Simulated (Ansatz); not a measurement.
Gas-phase electronic energies from Ansatz, PBE0-D4/def2-TZVP geometries. CCSD(T)/CBS is the MP2 limit (def2-TZVPP, def2-QZVPP) plus CCSD(T) − MP2 in def2-TZVPP, frozen cores. DFT in def2-TZVPP. Each species was taken in one conformer, which may not be the lowest.

`C=C(C)[SiH2][AlH2]` + `OC[SiH](F)F` → `F[SiH](F)C[O][AlH2]` + `C=C(C)[SiH3]`  (cleavage of the Al–Si bond)

**Question.** Is it downhill or uphill in electronic energy at CCSD(T)/CBS, and by how much? (Best estimate.)

**Answer.** The calculation gave: Downhill: ΔE = -142.1 kJ/mol.

**Question.** What do these levels give: r2SCAN, SCS-MP2/def2-TZVPP, CCSD(T)/def2-TZVPP, MP2/def2-QZVPP, HF/CBS(def2), MP2/CBS(def2)? (Estimate.)

**Answer.** Computed: r2SCAN -139.1, SCS-MP2/def2-TZVPP -154.6, CCSD(T)/def2-TZVPP -142.7, MP2/def2-QZVPP -152.6, HF/CBS(def2) -162.1, MP2/CBS(def2) -151.7 kJ/mol.

Largest T1 diagnostic among the species: 0.013.

From PBE to PBE0 (25 % exact exchange), in def2-TZVPP and without D4, ΔE moves by −3.9 kJ/mol. In def2-TZVPP, CCSD(T) changes the Hartree–Fock value by +17.1 kJ/mol (the triples alone add +2.3 kJ/mol) and MP2 by +7.5 kJ/mol.
